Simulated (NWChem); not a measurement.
# Correlation energy of C2HCl2

```
C
C 1 1.3288
H 1 1.1007 2 121.76
Cl 2 1.6683 1 137.24 3 180.00
Cl 1 1.7559 3 114.27 2 180.00
```
Charge 0, spin multiplicity 2.

All runs are NWChem calculations. All single points use one geometry, from UPBE/def2-SVP, a minimum by its harmonic frequencies.

Basis set: 3-21G. Each correlation energy counts from its own Hartree-Fock reference.

The correlated methods keep 12 core orbitals frozen. The structure started from a generated list of species. The unpaired electrons of the parent sit in orbitals of symmetry a' (Cs labels of the run); other states weren't searched. The stability of the SCF solutions was not checked. Open-shell Hartree-Fock references start from PBE0 orbitals. Coupled-cluster values serve here as a point of comparison, not as the truth.

| method | correlation energy (mHa) | remark |
|---|---|---|
| UMP2 | -235.3 | spin-contaminated |
| CCSD[T] on ROHF | -298.6 | - |
| CCSD on ROHF | … | - |
| CCSD on UHF | -276.4 | spin-contaminated |
| CCSD[T] on UHF | … | spin-contaminated |
| CCSD(T) on ROHF | -297.4 | - |
| CCSD(T) on UHF | … | spin-contaminated |
| SCS-UMP2 | … | spin-contaminated |

Q: What belongs in the gaps?

A: 
- CCSD on ROHF, correlation energy (mHa): -288.1
- CCSD[T] on UHF, correlation energy (mHa): -286.4
- CCSD(T) on UHF, correlation energy (mHa): -285.1
- SCS-UMP2, correlation energy (mHa): -230.7
